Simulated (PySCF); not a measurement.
Worked example: chemical shift, span and skew from a shielding tensor

Si(Cl)(Me)(OH)2 (CH5ClO2Si), SMILES C[Si](O)(O)Cl. Atoms are numbered in the order given.

```xyz
10

C      1.9592    -0.2778     0.1140
Si     0.1923     0.0808    -0.2996
O     -0.4128    -0.8459    -1.5358
O      0.0931     1.6748    -0.7155
Cl    -1.0060    -0.3221     1.3709
H      2.5924    -0.1369    -0.7762
H      2.3138     0.4010     0.9046
H      2.0751    -1.3138     0.4665
H     -1.0239    -1.5513    -1.2949
H     -0.7452     1.9791    -1.0838
```

The structure is a stationary point at B3LYP-D3(BJ)/def2-SVP. One conformer was computed; it need not be the lowest.

GIAO shieldings from PBE0/pcSseg-1 in PySCF, non-relativistic, no solvent. The symmetric part of the tensor of C1 has the principal values 177.0, 180.1, 194.0 ppm. The same nucleus in TMS has σ = 186.3 ppm at this level (PySCF, at its B3LYP-D3(BJ)/def2-TZVP geometry). Without spin–orbit terms, shifts of atoms bonded to Cl or Br come out too high.

### Question
Work out the isotropic shielding, the ¹³C shift against TMS, the span and the skew.

### Answer

σ(iso) = (σ11 + σ22 + σ33)/3 = 183.7 ppm. δ = σ(ref) − σ(iso) = 186.3 − (183.7) = 2.6 ppm.
Span Ω = σ33 − σ11 = 17.0 ppm. Skew κ = 3(σ(iso) − σ22)/Ω = 0.64. Tumbling in solution averages the tensor to δ; in a static solid the shielding alone would spread this spin-1/2 line over Ω.
